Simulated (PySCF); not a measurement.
PySCF input file for SiH2Cl2, SMILES Cl[SiH2]Cl, B3LYP/pcJ-1. Geometry optimised at B3LYP-D3(BJ)/def2-TZVP. The isomer is the one that the SMILES or the coordinates give; other isomers of the formula were not compared.

```python
import numpy as np
from pyscf import gto, scf, dft
from pyscf.prop.ssc import rks as ssc

mol = gto.M(
    atom='''
    Si    0.00000000   -0.00000000    0.76641570
    Cl    1.68239865   -0.00000000   -0.40851901
    Cl   -1.68239865   -0.00000000   -0.40851901
    H     0.00000000   -1.22441594    1.57991336
    H     0.00000000    1.22441595    1.57991335
    ''',
    basis='pcJ-1',
    charge=0,
    spin=0,
    max_memory=1600,
    verbose=3,
)
mf = dft.RKS(mol, xc='b3lyp')
mf.grids.level = 3
mf.conv_tol = 1e-10
mf.max_cycle = 100
mf.kernel()
j = ssc.SSC(mf)
j.with_fcsd = True
j.max_cycle_cphf = 80
j.conv_tol = 1e-7
e11 = j.kernel()
```

Program output:

```
converged SCF energy = -1203.49043963361
Reduced spin-spin coupling constant K (Hz)
               #0        #1        #2        #3        #4
        0 Si   0.00000
        1 Cl -88.08791   0.00000
        2 Cl -88.09231   3.33941   0.00000
        3 H   48.74686   2.11844   2.11844   0.00000
        4 H   48.74686   2.11844   2.11844   0.96767   0.00000
Spin-spin coupling constant J (Hz)
               #0        #1        #2        #3        #4
        0 Si   0.00000
        1 Cl  53.60191   0.00000
        2 Cl  53.60459   1.00253   0.00000
        3 H  -302.39437   6.48348   6.48347   0.00000
        4 H  -302.39435   6.48346   6.48346  30.19125   0.00000
```

Self-consistency was reached.

Cost: around 50 core-seconds (rough).
